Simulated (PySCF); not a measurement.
Al(Cl)(F)(SeH) (AlClFHSe), SMILES [F][Al]([Cl])[SeH].

Coordinates come from a B3LYP-D3(BJ)/def2-SVP optimisation. The values are those of a single conformer.

Computed with B3LYP-D3(BJ)/def2-SVP in PySCF 2.14.0.

Frequencies are harmonic and unscaled.

Computed harmonic wavenumbers and intensities:
| mode | ν (cm⁻¹) | IR (km/mol) | Raman (Å⁴/amu) | depolarisation | moving atoms (share of kinetic energy) |
|---|---|---|---|---|---|
| 1 | 111 | 3.2 | 1.5 | 0.70 | Cl 45 %, Se 21 %, Al 19 %, F 14 % |
| 2 | 182 | 19.0 | 1.4 | 0.62 | F 67 %, Se 17 %, Cl 12 % |
| 3 | 213 | 31.6 | 2.1 | 0.75 | Al 73 %, F 14 % |
| 4 | 238 | 15.9 | 3.5 | 0.75 | H 93 % |
| 5 | 345 | 10.9 | 12.7 | 0.11 | Cl 29 %, Al 27 %, Se 23 %, F 20 % |
| 6 | 574 | 125.5 | 5.4 | 0.70 | Al 46 %, H 27 %, Cl 22 % |
| 7 | 610 | 55.1 | 4.7 | 0.75 | H 68 %, Al 22 % |
| 8 | 889 | 105.5 | 0.4 | 0.26 | F 51 %, Al 47 % |
| 9 | 2404 | 4.8 | 161.0 | 0.29 | H 99 % |
